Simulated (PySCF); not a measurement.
Species: bis(cyclopentylmethyl)phosphine oxide, C12H23OP.
SMILES: `O=[PH](CC1CCCC1)CC1CCCC1`

The closed-shell ground state was solved at several levels (PySCF, density fitting, gas phase, non-relativistic). Isolated species at its PBE0-D3(BJ)/def2-SVP geometry (one conformer only).

```json
{"level": "PBE0/pcSseg-1", "basis functions": "360", "total energy (Eh)": "-886.8716", "HOMO (eV)": "-7.33", "LUMO (eV)": "0.81", "gap (eV)": "8.14", "dipole (D)": "4.26"}
{"level": "wB97X-D/def2-SVPD", "basis functions": "471", "total energy (Eh)": "-887.0935", "HOMO (eV)": "-9.29", "LUMO (eV)": "2.01", "gap (eV)": "11.30", "dipole (D)": "4.52"}
```

Question: Estimate the row for HF/pcSseg-1, a basis of 360 functions; the other rows only guide the guess.

Answer: Total energy -883.3117 Eh, HOMO -10.82 eV, LUMO 3.68 eV, gap 14.50 eV, dipole 4.77 D.

Question: Over all these levels, which gives the widest orbital gap and which the narrowest?

Answer: HF/pcSseg-1 (Hartree–Fock, all exact exchange) has the widest, 14.50 eV, and PBE0/pcSseg-1 (global hybrid, 25 % exact exchange) the narrowest, 8.14 eV. The two share the basis. From the narrowest to the widest the HOMO moves by -3.49 eV and the LUMO by +2.87 eV. The HOMO need not be the same orbital at Hartree–Fock and at DFT levels.

Question: How far do the dipole and the HOMO energy spread over the levels?

Answer: The dipole runs from 4.26 to 4.77 D (mean 4.52 D) and the HOMO from -10.82 to -7.33 eV.

Note: wB97X-D ran without an empirical dispersion term, which enters the total energy and its gradient alone.
